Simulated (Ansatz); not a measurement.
Ansatz (an electronic-structure program) input (revPBE/def2-TZVPD):

Ansatz 0.2 input:
```yaml
crystal:
  periodic: [false, false, false]
  atoms:
    - {symbol: B, position_ang: [0.06282170, -0.01131357, 0.00336191]}
    - {symbol: C, position_ang: [1.57518112, -0.28367465, 0.08429595]}
    - {symbol: C, position_ang: [-0.46616844, 1.46490148, -0.12543630]}
    - {symbol: C, position_ang: [-0.95699035, -1.20860456, 0.04927583]}
    - {symbol: H, position_ang: [1.99279569, -1.27959075, 0.20472041]}
    - {symbol: H, position_ang: [2.32324980, 0.50231335, 0.02625314]}
    - {symbol: H, position_ang: [0.26610796, 2.17712213, -0.51143862]}
    - {symbol: H, position_ang: [-0.73908119, 1.81083433, 0.88191038]}
    - {symbol: H, position_ang: [-1.38176005, 1.54044172, -0.71825706]}
    - {symbol: H, position_ang: [-1.89771850, -0.94983985, 0.54275548]}
    - {symbol: H, position_ang: [-1.22750386, -1.45667168, -0.98715235]}
    - {symbol: H, position_ang: [-0.56233238, -2.12377503, 0.49558614]}
basis:
  gaussian:
    orbitals: def2-TZVPD
hamiltonian:
  xc: {name: revPBE}
magnetization: {spin_polarized: true, initial_magnetization: 1}
output: {forces: true}
```

End of the output:

```
integrals: 0.10 GiB planned
1095 factors; their error is unknown
mean field: 1.25 GiB planned
mean field evaluation 1: about -3900.4765 eV, gradient 5.9e1 eV
mean field evaluation 2: about -3874.6626 eV, gradient 8.4e1 eV
mean field evaluation 4: about -3916.7997 eV, gradient 6.9e0 eV
mean field evaluation 8: about -3917.0092 eV, gradient 3.9e-1 eV
mean field evaluation 16: about -3917.0097 eV, gradient 4.0e-5 eV
mean field -3917.00971913 eV, -143.9474521335 hartree, gradient 4.0e-5 eV, S^2 0.753175; 0 other end points of the search recorded, 0 dependent functions left out
the calculation of the forces begins
reference -3917.00978326 eV, -143.9474544904 hartree; 16, 15 occupied and 204, 205 virtual orbitals, 1095 factors
Total energy: -3917.00978326 eV, -143.9474544904 hartree
Atom 0 at     0.062822    -0.011314     0.003362 Å, force    -0.077297     0.013920    -0.004137 eV/Å
Atom 1 at     1.575181    -0.283675     0.084296 Å, force    -0.017679     0.003184    -0.000946 eV/Å
Atom 2 at    -0.466168     1.464901    -0.125436 Å, force     0.047047    -0.045003    -0.049874 eV/Å
Atom 3 at    -0.956990    -1.208605     0.049276 Å, force     0.054340     0.026745     0.055299 eV/Å
Atom 4 at     1.992796    -1.279591     0.204720 Å, force     0.154418    -0.304636     0.036849 eV/Å
Atom 5 at     2.323250     0.502313     0.026253 Å, force     0.253682     0.231141    -0.015009 eV/Å
Atom 6 at     0.266108     2.177122    -0.511439 Å, force     0.189736     0.215474    -0.095212 eV/Å
Atom 7 at    -0.739081     1.810834     0.881910 Å, force    -0.080763     0.109810     0.257978 eV/Å
Atom 8 at    -1.381760     1.540442    -0.718257 Å, force    -0.258253     0.042160    -0.146279 eV/Å
Atom 9 at    -1.897719    -0.949840     0.542755 Å, force    -0.270434     0.053051     0.117986 eV/Å
Atom 10 at    -1.227504    -1.456672    -0.987152 Å, force    -0.086789    -0.079636    -0.266945 eV/Å
Atom 11 at    -0.562332    -2.123775     0.495586 Å, force     0.091992    -0.266211     0.110289 eV/Å
Dipole moment:     0.080805    -0.014552     0.004324 e Å
```

It need not be the lowest isomer of its formula.
